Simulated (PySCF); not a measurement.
Vertical excitations of a molecule C2H4FNOSi from TDDFT-M06-2X/def2-SVPD run with PySCF, as energy in eV (oscillator strength): 3.61 (0.005), 4.62 (0.001), 6.24 (0.021), 6.81 (0.098), 6.92 (0.087), 7.16 (0.149), 7.24 (0.004), 7.76 (0.029), 7.94 (0.021), 8.19 (0.031). Lowest triplet (TDA): 3.16 eV. Geometry: B3LYP-D3(BJ)/def2-SVP. The values are those of a single conformer.

**Question.** Identify the compound among the candidates.
A) FC[Si@H]1N=CO1
B) O=C=N[SiH2]CF
C) F[Si@@H]1COC=N1
D) O=C/N=C/[SiH2]F

**Answer.** D, O=C/N=C/[SiH2]F
